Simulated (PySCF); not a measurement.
# Electronic structure of Rh⁺ (rhodium, charge +1) at the UHF level

Configuration: [Kr] 4d8, high-spin 3F determinant. Computed with PySCF 2.14 in aug-cc-pVTZ-PP with ECP28MDF, with scalar relativity through the core potential.

| Item | Value |
| --- | --- |
| Total energy | -109.158276 hartree |
| One-electron energy | -188.7912 hartree |
| Hartree (Coulomb) energy | 90.1988 hartree |
| Exchange energy | -10.5659 hartree |
| ⟨S²⟩ | 2.0046 |
| ⟨L²⟩ | 12.055 |
| Sum of ⟨r⟩ | 20.92 bohr |
| Sum of ⟨r²⟩ | 32.98 bohr² |

```csv
shell,electrons,mean orbital energy (eV),spread (eV),"rms radius, mean of both spins (bohr)"
4s α,1,-110.64,0,1.06
4s β,1,-107.03,0,1.06
4p α,3,-73.977,0,1.17
4p β,3,-69.437,0,1.17
4d α,5,-20.075,1.158,1.68
4d β,3,-18.382,0,1.68
```

Energies and moments cover only the electrons outside the core potential.
